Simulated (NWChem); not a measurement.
System: 2,3,3,3-tetrafluoropropene (C$_{3}$H$_{2}$F$_{4}$); SMILES FC(C(F)(F)F)=C

NWChem printed, in part:

```
             Northwest Computational Chemistry Package (NWChem) 7.3.0
             --------------------------------------------------------

                             Geometry "geometry" -> ""
                             -------------------------

 Output coordinates in angstroms (scale by  1.889725989 to convert to a.u.)

  No.       Tag          Charge          X              Y              Z
 ---- ---------------- ---------- -------------- -------------- --------------
    1 C                    6.0000    -1.25788300     1.58224300     0.00083200
    2 C                    6.0000    -0.11474000     0.91278200     0.00033200
    3 F                    9.0000     1.07358300     1.50189500    -0.00135100
    4 C                    6.0000     0.02162400    -0.58800800     0.00001900
    5 F                    9.0000     0.68083700    -1.00200100    -1.08139300
    6 F                    9.0000     0.70340100    -1.00005900     1.06790200
    7 F                    9.0000    -1.17117100    -1.17597900     0.01278900
    8 H                    1.0000    -2.20404400     1.04329400     0.00242100
    9 H                    1.0000    -1.25573300     2.67321800    -0.00011700

 Effective nuclear repulsion energy (a.u.)     334.2610633964

                                 NWChem DFT Module
                                 -----------------

 Summary of "ao basis" -> "ao basis" (spherical)
 ------------------------------------------------------------------------------
       Tag                 Description            Shells   Functions and Types
 ---------------- ------------------------------  ------  ---------------------
 C                          def2-svp                 6       14   3s2p1d
 F                          def2-svp                 6       14   3s2p1d
 H                          def2-svp                 3        5   2s1p

            General Information
            -------------------
          SCF calculation type: DFT
          Wavefunction type:  closed shell.
          No. of atoms     :     9
          No. of electrons :    56
           Alpha electrons :    28
            Beta electrons :    28
          Charge           :     0
          Spin multiplicity:     1
          Use of symmetry is: off; symmetry adaption is: off
          Maximum number of iterations: 150
          AO basis - number of functions:   108
                     number of shells:    48
          Convergence on energy requested:  1.00D-06
          Convergence on density requested:  1.00D-05
          Convergence on gradient requested:  5.00D-04

              XC Information
              --------------
                         B3LYP Method XC Potential
                     Hartree-Fock (Exact) Exchange  0.200
                        Slater Exchange Functional  0.800 local
                    Becke 1988 Exchange Functional  0.720 non-local
              Lee-Yang-Parr Correlation Functional  0.810
                  VWN I RPA Correlation Functional  0.190 local

             Grid Information
             ----------------
          Grid used for XC integration:  medium
          Radial quadrature: Mura-Knowles
          Angular quadrature: Lebedev.
          Tag              B.-S. Rad. Rad. Pts. Rad. Cut. Ang. Pts.
          ---              ---------- --------- --------- ---------
          C                   0.70       49          10.0       434
          F                   0.50       49          11.0       434
          H                   0.35       45          10.0       434
          Grid pruning is: on
          Number of quadrature shells:   433
          Spatial weights used:  Erf1

      Superposition of Atomic Density Guess
      -------------------------------------

 Sum of atomic energies:        -511.04303507

      Non-variational initial energy
      ------------------------------

 Total energy =    -513.703006
 1-e energy   =   -1374.391950
 2-e energy   =     526.427880
 HOMO         =      -0.306160
 LUMO         =       0.036808

     ---------------------------------------------
      Total Density - Mulliken Population Analysis
     ---------------------------------------------

    Atom       Charge   Shell Charges
 -----------   ------   -------------------------------------------------------
    1 C    6     6.38   1.99  0.97  0.27  2.09  1.04  0.02
    2 C    6     5.61   1.99  0.94  0.24  1.67  0.70  0.08
    3 F    9     9.36   1.99  1.14  0.76  3.43  2.03  0.01
    4 C    6     4.67   1.99  0.82  0.10  1.27  0.34  0.14
    5 F    9     9.41   1.99  1.14  0.76  3.46  2.05  0.00
    6 F    9     9.41   1.99  1.14  0.76  3.46  2.05  0.00
    7 F    9     9.40   1.99  1.14  0.76  3.45  2.05  0.00
    8 H    1     0.88   0.65  0.20  0.03
    9 H    1     0.89   0.66  0.20  0.03

   convergence    iter        energy       DeltaE   RMS-Dens  Diis-err
 ---------------- ----- ----------------- --------- --------- ---------
 d= 0,ls=0.0,diis     1   -514.2574004969 -8.49D+02  1.86D-02  2.02D+00
 d= 0,ls=0.0,diis     2   -514.0593201178  1.98D-01  1.06D-02  4.61D+00
 d= 0,ls=0.0,diis     3   -514.4685315554 -4.09D-01  2.05D-03  5.39D-02
 d= 0,ls=0.0,diis     4   -514.4717005735 -3.17D-03  1.04D-03  2.11D-02
 d= 0,ls=0.0,diis     5   -514.4740411842 -2.34D-03  3.20D-04  2.79D-03
  Resetting Diis
 d= 0,ls=0.0,diis     6   -514.4743201915 -2.79D-04  5.60D-05  5.21D-05
 d= 0,ls=0.0,diis     7   -514.4743257157 -5.52D-06  2.83D-05  5.96D-06
 d= 0,ls=0.0,diis     8   -514.4743250951  6.21D-07  1.68D-05  1.28D-05
 d= 0,ls=0.0,diis     9   -514.4743262516 -1.16D-06  1.26D-06  5.57D-08
 d= 0,ls=0.0,diis    10   -514.4743262569 -5.34D-09  4.94D-07  2.69D-09

         Total DFT energy =     -514.474326256933
      One electron energy =    -1375.798494362548
           Coulomb energy =      585.935254314560
    Exchange-Corr. energy =      -58.872149605387
 Nuclear repulsion energy =      334.261063396443

 Numeric. integr. density =       55.999998001681

                       DFT Final Molecular Orbital Analysis
                       ------------------------------------

 Vector   26  Occ=2.000000D+00  E=-4.217754D-01
              MO Center=  1.8D-01, -1.0D+00,  1.5D-03, r^2= 2.0D+00
   Bfn.  Coefficient  Atom+Function         Bfn.  Coefficient  Atom+Function
  ----- ------------  ---------------      ----- ------------  ---------------
    90     -0.373300  7 F  pz                60      0.359203  5 F  px
    74     -0.356219  6 F  px                93      0.249926  7 F  pz
    63     -0.239568  5 F  px                76      0.238342  6 F  pz
    77      0.237455  6 F  px                62      0.231343  5 F  pz
    79     -0.158899  6 F  pz                65     -0.154179  5 F  pz

 Vector   27  Occ=2.000000D+00  E=-3.856842D-01
              MO Center=  1.8D-01,  3.6D-01, -1.4D-03, r^2= 2.9D+00
   Bfn.  Coefficient  Atom+Function         Bfn.  Coefficient  Atom+Function
  ----- ------------  ---------------      ----- ------------  ---------------
    33      0.361731  3 F  py                19      0.298558  2 C  py
    47     -0.273293  4 C  py                36     -0.251119  3 F  py
    61     -0.238284  5 F  py                75     -0.237087  6 F  py
    89     -0.226166  7 F  py                64      0.162648  5 F  py
    78      0.161924  6 F  py                44     -0.155051  4 C  s

 Vector   28  Occ=2.000000D+00  E=-2.975929D-01
              MO Center= -5.2D-01,  1.3D+00,  1.7D-04, r^2= 1.8D+00
   Bfn.  Coefficient  Atom+Function         Bfn.  Coefficient  Atom+Function
  ----- ------------  ---------------      ----- ------------  ---------------
     6      0.415094  1 C  pz                20      0.383874  2 C  pz
     9      0.296835  1 C  pz                34      0.291490  3 F  pz
    37     -0.225215  3 F  pz                23      0.183454  2 C  pz
    61     -0.073078  5 F  py                75      0.071756  6 F  py
    64      0.055973  5 F  py                78     -0.055194  6 F  py

[...]

                     NWChem Electrostatic Potential Fit Module
                     -----------------------------------------

 Atom parameters

 Number of atoms is                                    9
 Number of basis functions is                        108

 Grid parameters

 Maximum number of grid points is                  37415
 Number of grid points is                          37414
 Grid range                                     0.300000 nm
 Grid spacing                                   0.020000 nm
 Probe radius                                   0.070000 nm
 Atom radius factor                             1.000000

 Atomic radii

    1    0.100000
    6    0.147000
    9    0.128000
 FASTESP  F
  using M.O. file = ./job.movecs

    Atom              Coordinates                           Charge

                                                  ESP

    1 C    -0.125788    0.158224    0.000083   -0.446925
    2 C    -0.011474    0.091278    0.000033    0.195002
    3 F     0.107358    0.150190   -0.000135   -0.163128
    4 C     0.002162   -0.058801    0.000002    0.759925
    5 F     0.068084   -0.100200   -0.108139   -0.242623
    6 F     0.070340   -0.100006    0.106790   -0.242277
    7 F    -0.117117   -0.117598    0.001279   -0.241762
    8 H    -0.220404    0.104329    0.000242    0.174427
    9 H    -0.125573    0.267322   -0.000012    0.207360
                                            ------------
                                                0.000000

 Dipole moment                                  0.804428

 Quadrupole moment Qxx                         -0.432505
                   Qyy                          1.348125
                   Qzz                         -0.915620

 RMS deviation kJ/mol                           0.051706

 RRMS %                                        30.957634
```

Level: B3LYP/def2-SVP. All runs use the structure optimised with PBE0/def2-SVP.

Question: Write an input that gives this output.

Answer: This is not unique; one that fits is the input that was run:
```
start job
memory heap 200 mb stack 900 mb global 1100 mb
geometry units angstroms noautosym nocenter noautoz
  C     -1.257883     1.582243     0.000832
  C     -0.114740     0.912782     0.000332
  F      1.073583     1.501895    -0.001351
  C      0.021624    -0.588008     0.000019
  F      0.680837    -1.002001    -1.081393
  F      0.703401    -1.000059     1.067902
  F     -1.171171    -1.175979     0.012789
  H     -2.204044     1.043294     0.002421
  H     -1.255733     2.673218    -0.000117
end
basis spherical
  * library def2-svp
end
dft
  xc b3lyp
  iterations 150
  mulliken
end
task dft energy
esp
  recalculate
  probe 0.07
  range 0.3
  factor 1.0
  spacing 0.02
end
task esp
```
